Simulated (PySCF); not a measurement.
fluoroethane (C2H5F), SMILES CCF. Atoms are numbered in the order given.

```xyz
8

C     -0.2253     1.1954     0.0000
C      0.5487    -0.1028     0.0000
F     -0.3396    -1.1938     0.0000
H      0.4726     2.0463     0.0000
H     -0.8612     1.2710    -0.8927
H     -0.8612     1.2710     0.8927
H      1.1828    -0.1997     0.8963
H      1.1828    -0.1997    -0.8963
```

Geometry: PBE-D3(BJ)/def2-TZVP.

Method: B3LYP/pcJ-1 in PySCF.

Isotropic couplings with Fermi-contact, spin-dipole and both spin-orbit terms, one fixed conformer, no vibrational averaging. Isotopes: 13C, 19F, 1H.

Question: Estimate the spin–spin coupling constants. (Estimate from the structure and the level; the computed values follow.)

Answer: 
| pair | bonds apart | J (Hz) |
|---|---|---|
| C1–C2 | 1 | 41.3 |
| C1–H4 | 1 | 128.1 |
| C1–H5 | 1 | 136.5 |
| C1–H6 | 1 | 136.5 |
| C2–F3 | 1 | -220.6 |
| C2–H7 | 1 | 155.2 |
| C2–H8 | 1 | 155.2 |
| C1–F3 | 2 | 20.3 |
| C1–H7 | 2 | -0.5 |
| C1–H8 | 2 | -0.5 |
| C2–H4 | 2 | 3.5 |
| C2–H5 | 2 | -6.8 |
| C2–H6 | 2 | -6.8 |
| F3–H7 | 2 | 53.0 |
| F3–H8 | 2 | 53.0 |
| H4–H5 | 2 | -14.8 |
| H4–H6 | 2 | -14.8 |
| H5–H6 | 2 | -12.1 |
| H7–H8 | 2 | -9.3 |
| F3–H4 | 3 | 53.7 |
| F3–H5 | 3 | 8.9 |
| F3–H6 | 3 | 8.9 |
| H4–H7 | 3 | 1.7 |
| H4–H8 | 3 | 1.7 |
| H5–H7 | 3 | 15.7 |
| H5–H8 | 3 | 5.7 |
| H6–H7 | 3 | 5.7 |
| H6–H8 | 3 | 15.7 |
